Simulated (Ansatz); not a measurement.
CH6BrNOSi, singlet, geometry from GFN2-xTB; B3LYP/def2-TZVPPD run with Ansatz (an electronic-structure program).

Input for Ansatz:
Ansatz 0.2 input:
```yaml
crystal:
  periodic: [false, false, false]
  atoms:
    - {symbol: Si, position_ang: [0.11311598, -0.94001233, 0.18027082]}
    - {symbol: N, position_ang: [-1.13099433, -1.88309957, -0.50255700]}
    - {symbol: Br, position_ang: [-0.73915854, 1.08740289, 0.41861664]}
    - {symbol: O, position_ang: [1.38472786, -0.83246008, -0.80877760]}
    - {symbol: C, position_ang: [2.49957922, 0.00901736, -0.75959508]}
    - {symbol: H, position_ang: [0.44739000, -1.42510118, 1.50490138]}
    - {symbol: H, position_ang: [-0.98214243, -2.86509285, -0.64826005]}
    - {symbol: H, position_ang: [-1.72363680, -1.50309805, -1.22196640]}
    - {symbol: H, position_ang: [2.19516150, 1.04764704, -0.60489088]}
    - {symbol: H, position_ang: [3.02428856, -0.07642265, -1.71105547]}
    - {symbol: H, position_ang: [3.16752609, -0.28958700, 0.05158789]}
basis:
  gaussian:
    orbitals: def2-TZVPPD.json
hamiltonian:
  xc: b3lyp
```
The basis file holds def2-TZVPPD in the JSON format of the Basis Set Exchange.

What the program printed (banner, timings and long lists left out):

```
Functional definition: B3LYP
1662 factors; their error is unknown
mean field evaluation 1: about -82590.2564 eV, gradient 8.3e1 eV
mean field evaluation 2: about -82567.0974 eV, gradient 1.3e2 eV
mean field evaluation 4: about -82602.4952 eV, gradient 9.9e0 eV
mean field evaluation 8: about -82602.9115 eV, gradient 5.8e-1 eV
mean field evaluation 16: about -82602.9119 eV, gradient 4.4e-5 eV
mean field -82602.91186445 eV, -3035.6010207540 hartree, gradient 4.4e-5 eV, S^2 0.000000; 0 other end points of the search recorded, 0 dependent functions left out
reference -82602.91218198 eV, -3035.6010324230 hartree; 38, 38 occupied and 283, 283 virtual orbitals, 1662 factors
Total energy: -82602.91218198 eV, -3035.6010324230 hartree
```
